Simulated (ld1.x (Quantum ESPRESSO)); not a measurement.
Results of a calculation; reference values are marked as such.
## Potentials for In compared

Generated with ld1.x 7.5 (TM, RRKJ, ultrasoft, PAW), atompaw 4.2 or ONCVPSP 4.0.1. The cutoff is in Ry: for ld1.x and atompaw files where the sum of valence levels is converged to 10 mRy in a Bessel basis, for ONCV files where the hardest occupied wave has 1 mHa per electron of residual kinetic energy. The error is the largest all-electron minus pseudo excitation energy over each file’s own four to seven test configurations (ionisations up to +4, promotions, holes and added fractions of an electron), all of which were solved. The labels leave out finer settings (local radius, basis sizes, second energies), which also bear on the numbers. Spin-polarised tests are not counted. The rows are a selection from randomly drawn settings: files with unsolved tests, undetermined cutoffs or missed reference levels are left out.

A true bound ghost makes a file unfit for plane-wave use even where its test errors are small: the radial tests pick states by their node count and pass the ghost by.

```tsv
potential	cutoff (Ry)	largest error (meV)	bound ghosts
RRKJ, PBE, scalar-relativistic, rc 1.85/2.15/1.80 (spd), local s, core correction no, reference 4d10 5s1.5 5p0	55	-202	none
TM, PBE, scalar-relativistic, rc 2.15/2.20/1.60 (spd), local p, core correction yes, reference 4d10 5s2 5p1	80	-231	none
PAW, LDA (PZ), scalar-relativistic, rc 2.55/1.55/1.05 (spd), local smoothed, core correction yes, reference 4p6 4d10 5s2 5p1	100	+50	none
TM, PBE, fully relativistic, rc 2.00/2.50 (sp), local s, core correction no, reference 5s2 5p1	18	+112	none
TM, LDA (PZ), scalar-relativistic, rc 1.80/2.45/2.05 (spd), local s, core correction yes, reference 5s1 5p0	18	-176	d
```

Task: Fill in the row for In: PAW, PBE, scalar-relativistic, rc 1.45/1.95/1.05/1.50 (spdf), local smoothed, core correction yes, reference 4s2 4p6 4d10 5s2 5p1.

Result: cutoff 100 Ry, largest error -7.8 meV, bound ghosts: none.

Task: Fill in the row for In: TM, PBEsol, scalar-relativistic, rc 2.05/3.05 (sp), local p, core correction yes, reference 5s2 5p1.

Result: cutoff 15 Ry, largest error -207 meV, bound ghosts: none.

Task: Fill in the row for In: ultrasoft, BLYP, fully relativistic, rc 2.10/2.70/1.30 (spd), local smoothed, core correction no, reference 4d10 5s1 5p0.

Result: cutoff 70 Ry, largest error -77 meV, bound ghosts: s, p1/2, p3/2.
